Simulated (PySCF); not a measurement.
Trimethylborane, C3H9B.
Atom-mapped SMILES: `[CH3:1][B:2]([CH3:3])[CH3:4]` (hydrogens: H5, H6, H7 on C1; H8, H9, H10 on C3; H11, H12, H13 on C4)

Level: wB97X-D/pcSseg-2 in PySCF, non-relativistic, on one gas-phase PBE0-D3(BJ)/def2-TZVP geometry that isn't relaxed in the solvent. The solvent is an IEF-PCM continuum (van der Waals radii × 1.2). The model holds no explicit solvent molecules, cavitation or dispersion.

Gas phase at wB97X-D/pcSseg-2: HOMO -10.40 eV, LUMO 1.78 eV, dipole 0.07 D.

What does the continuum do to the energy, the frontier levels and the dipole at wB97X-D/pcSseg-2 in chloroform?

```json
{"solvent": "chloroform", "ε": "4.711", "E(solvent) − E(gas) (kJ/mol)": "-2.77", "polarisation term (kJ/mol)": "-2.87", "distortion of the solute (kJ/mol)": "0.10", "HOMO (eV)": "-10.32", "LUMO (eV)": "1.88", "dipole (D)": "0.09"}
```

Polarisation term: ½ Σ q·V over the induced surface charges. Distortion: the rise of the solute's own energy as its density leaves the gas-phase optimum.

wB97X-D is run here without its empirical dispersion term; that term would change no orbital, density or response property at a fixed geometry.
